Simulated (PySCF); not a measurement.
Spiro[4.5]decane, C10H18.
Geometry (PBE0-D3(BJ)/def2-SVP, Å), atoms numbered from 1 in this order:
```
atom  x, y, z in Å
C1     2.5194    0.2683   -0.2567
C2     1.9991   -1.1616   -0.1623
C3     0.7810   -1.2460    0.7512
C4    -0.3545   -0.3112    0.3267
C5     0.1946    1.1227    0.2115
C6     1.4183    1.2280   -0.6929
C7    -1.5348   -0.3571    1.3077
C8    -2.7382    0.1938    0.5329
C9    -2.4263   -0.0776   -0.9571
C10   -1.0463   -0.7508   -0.9776
H11    2.8971    0.5799    0.7343
H12    3.3771    0.3244   -0.9466
H13    1.7293   -1.5205   -1.1713
H14    2.7921   -1.8358    0.2001
H15    0.4027   -2.2816    0.7970
H16    1.0852   -0.9820    1.7808
H17   -0.5944    1.8087   -0.1381
H18    0.4690    1.4649    1.2258
H19    1.1323    1.0053   -1.7360
H20    1.7918    2.2650   -0.6977
H21   -1.7131   -1.4087    1.5913
H22   -1.3277    0.1942    2.2389
H23   -3.6797   -0.2749    0.8558
H24   -2.8563    1.2731    0.7145
H25   -2.4099    0.8633   -1.5285
H26   -3.1895   -0.7098   -1.4350
H27   -1.1564   -1.8486   -0.9599
H28   -0.4710   -0.5087   -1.8835
```

Method used: PySCF, PBE0-D3(BJ)/def2-SVP geometry optimisation, gas phase.

Take the most abundant isotopes and a rigid rotor. The values belong to one conformer with, in the numbering `[CH2:1]1[CH2:2][CH2:3][C:4]2([CH2:5][CH2:6]1)[CH2:7][CH2:8][CH2:9][CH2:10]2`, C6–C1–C2–C3 -55°, C1–C2–C3–C4 56°, C2–C3–C4–C5 -54°, C3–C4–C5–C6 54°.

Problem. Give the principal moments of inertia and the rotational constants in MHz.

Solution. Ia = 200.00, Ib = 522.49, Ic = 558.98 u·Å²; 505379 MHz·u·Å²/I gives A = 2527, B = 967.2, C = 904.1 MHz.

Problem. Classify the top.

Solution. A near-prolate asymmetric top; Ray's κ = -0.922.

Problem. Is it planar, by Δ = Ic − Ia − Ib?

Solution. Not planar: Δ = Ic − Ia − Ib = -163.51 u·Å². For a rigid frame Δ = −2 Σ m c², so Σ m c² = 81.76 u·Å² lies off the ab plane: 27.91 from hydrogen and 53.85 from heavier atoms. The atom farthest from that plane is 2.05 Å away.

The dipole components are |μa| = 0.04 D, |μb| = 0.04 D, |μc| = 0.03 D.

Problem. Estimate the classical rotational partition function at 50 K, 100 K and 298.15 K.

Solution. Point group C1, symmetry number σ = 1; q = (√π/σ)·√((kT/h)³/(ABC)), k/h = 20836.6 MHz/K: 40100 at 50 K, 113000 at 100 K, 584000 at 298.15 K.

No frequency check. No vibrational averaging or centrifugal distortion is included, and the geometry carries the error of its method.
